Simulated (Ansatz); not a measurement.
Results of the Gaussian-basis code of Ansatz.

A structure relaxed at PBE0-D4/def2-TZVP, charge 0, multiplicity 1:

Cartesian coordinates in Å:
```
C 1.9379 -0.1510 -0.5079
N 0.8364 0.3833 -0.7970
Ge -0.7403 -0.4077 -0.1707
N -1.7148 0.7393 0.8678
H 2.8754 0.3000 -0.8570
H 2.0549 -1.0716 0.0899
H -0.3705 -1.6375 0.6893
H -1.5866 -0.7515 -1.4026
H -1.2455 1.0386 1.7113
H -2.0469 1.5580 0.3768
```

**Question.** Give its formula and SMILES.

**Answer.** CH6GeN2, `C=[N][GeH2][NH2]`.

**Question.** Summarise the bond lengths by kind.

**Answer.** 1 × C–N 1.258 Å; 2 × C–H 1.097 to 1.104 Å; 2 × Ge–N 1.829 to 1.872 Å; 2 × Ge–H 1.534 to 1.546 Å; 2 × H–N 1.011 Å.
